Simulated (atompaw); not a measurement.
# Pr: PAW (atompaw) pseudisation with PBE, scalar-relativistic reference atom.

Pr, PAW, made with atompaw 4.2.0.5 (PBE, scalar-relativistic). Core [Kr] 4d10, reference 4f3 5s2 5p6 5d0 6s1 6p0 (charge +1). Waves: 5s (bound): rc 1.80 bohr; 6s (bound): rc 3.00 bohr; 5p (bound): rc 2.70 bohr; 6p (bound, empty): rc 2.90 bohr; 5d (bound, empty): rc 3.00 bohr; 5d channel at -0.15 Ry: rc 3.00 bohr; 4f (bound): rc 1.85 bohr; 4f channel at -0.24 Ry: rc 1.85 bohr. Local part: bessel scheme, radius 2.85 bohr. Core correction: smooth core density matched at 1.95 bohr. Augmentation charge: besselshape compensation charge, radius 2.60 bohr; PAW radius 3.00 bohr; waves and projectors: custom rrkj gramschmidtortho.

All-electron outer shells of the reference configuration (PBE, scalar-relativistic, ld1.x):

```
shell  level (eV)  outermost node (bohr)  outermost maximum (bohr)
   4p     -221.00                   0.32                      0.60
   4d     -116.28                   0.30                      0.64
   5s      -44.88                   0.74                      1.35
   5p      -27.32                   0.79                      1.53
   6s       -8.08                   1.80                      3.61
   5d       -7.34                   0.90                      2.19
   4f       -7.03                      –                      0.69
   6p       -5.20                   2.14                      4.53
```

(1) Estimate the cutoffs (Ry, on a coarse ladder) from which the occupation-weighted sum of valence levels, in a spherical-Bessel basis at the reference potential, stays within 10 and 1 mRy of its value at 400 Ry.

(2) What does a ghost test show?

(3) Is the overlap operator S = 1 + Σ q|β⟩⟨β| positive definite (Bessel basis up to 400 Ry)?

(4) Which valence shell sets the plane-wave cutoff?

Answers

(1) 35 Ry and 60 Ry.

(2) No extra level below or beside the all-electron valence levels (s, p, d, f tested).

(3) Yes: its lowest eigenvalue is 0.09 (s channel).

(4) 4f: its level needs 40 Ry to come within 1 mRy, against 15 Ry for 5s.
